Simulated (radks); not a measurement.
C+, configuration [He] 2s1.5 2p1.5 (fractional occupations, a model configuration). Method: scalar-relativistic Kohn-Sham, PBE, spin-polarised, spherical densities, point nucleus; open shells are filled with parallel spins first; computed with a radial shooting solver on a logarithmic mesh with Libxc functionals.

Normalised radial functions P(r) = r R(r), r in bohr:

r         1s up    2s up
0.00837  0.2211   0.0541
0.01031  0.2690   0.0659
0.01269  0.3264   0.0799
0.01562  0.3948   0.0966
0.01923  0.4755   0.1163
0.02368  0.5699   0.1393
0.02916  0.6789   0.1658
0.0359   0.8027   0.1957
0.0442   0.9402   0.2287
0.05441  1.0890   0.2638
0.067    1.2440   0.2996
0.08249  1.3972   0.3333
0.1016   1.5373   0.3611
0.125    1.6496   0.3777
0.154    1.7170   0.3765
0.1895   1.7226   0.3498
0.2334   1.6526   0.2898
0.2873   1.5021   0.1903
0.3538   1.2788   0.0489
0.4356   1.0057  -0.1305
0.5363   0.7183  -0.3348
0.6603   0.4573  -0.5420
0.8129   0.2538  -0.7221
1.001    0.1189  -0.8384
1.232    0.0452  -0.8626
1.517    0.0133  -0.7863
1.868    0.0029  -0.6295
2.3      0.0004  -0.4362
2.832    0.0000  -0.2573
3.486    0.0000  -0.1260
4.293    0.0000  -0.0491
5.285    0.0000  -0.0144

1s up: eigenvalue -288.50 eV, 0 radial nodes, <r> = 0.271 bohr, 90 % of the charge inside 0.486 bohr. 2s up: eigenvalue -27.141 eV, 1 radial node at r = 0.376 bohr, <r> = 1.45 bohr, 90 % of the charge inside 2.27 bohr.
